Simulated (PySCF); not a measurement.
PySCF 2.14 output of an unrestricted M06-2X calculation on a single atom or ion in def2-TZVPPD with the def2 core potential (28 electrons), with a scalar-relativistic core potential:

```
SCF conv_tol = 1e-09
number electrons alpha = 7  beta = 4
    Y. Zhao and D. G. Truhlar.,  Theor. Chem. Acc. 120, 215 (2008)
    Y. Zhao and D. G. Truhlar.,  Theor. Chem. Acc. 120, 215 (2008)
cycle= 1 E= -46.4229559212884  delta_E= -0.00393  |g|= 0.0124  |ddm|= 0.168
cycle= 2 E= -46.4232839691297  delta_E= -0.000328  |g|= 0.00433  |ddm|= 0.0616
cycle= 3 E= -46.4233867342421  delta_E= -0.000103  |g|= 0.00294  |ddm|= 0.0269
cycle= 4 E= -46.4234437738882  delta_E= -5.7e-05  |g|= 0.00247  |ddm|= 0.0126
cycle= 5 E= -46.4235578097136  delta_E= -0.000114  |g|= 0.00155  |ddm|= 0.0289
cycle= 6 E= -46.4236288277652  delta_E= -7.1e-05  |g|= 0.000443  |ddm|= 0.04
cycle= 7 E= -46.4236308275479  delta_E= -2e-06  |g|= 9.72e-05  |ddm|= 0.00688
cycle= 8 E= -46.4236308907966  delta_E= -6.32e-08  |g|= 7.02e-05  |ddm|= 0.000801
cycle= 9 E= -46.4236309419604  delta_E= -5.12e-08  |g|= 4.92e-05  |ddm|= 0.000799
cycle= 10 E= -46.4236309758423  delta_E= -3.39e-08  |g|= 3.65e-05  |ddm|= 0.000712
cycle= 11 E= -46.423631007832  delta_E= -3.2e-08  |g|= 4.56e-05  |ddm|= 0.00166
cycle= 12 E= -46.4236310082386  delta_E= -4.07e-10  |g|= 3.87e-05  |ddm|= 1.16e-05
cycle= 13 E= -46.4236310090014  delta_E= -7.63e-10  |g|= 1.28e-05  |ddm|= 5.69e-05
converged SCF energy = -46.4236310090014  <S^2> = 3.7506755  2S+1 = 4.0003377
```

The run itself started from symmetry-adapted Hartree-Fock orbitals and held the occupation by maximum overlap, on a logarithmic radial grid, so the iterations belong to that start.

Which element, charge and spin multiplicity is this?

Zr⁺ (zirconium, charge +1), multiplicity 4; the state was [Kr] 4d2 5p1, one real determinant (an excited configuration).

⟨L²⟩ = 13.84 against 20 for a pure G term, so this real determinant mixes terms. Energies and moments cover only the electrons outside the core potential.
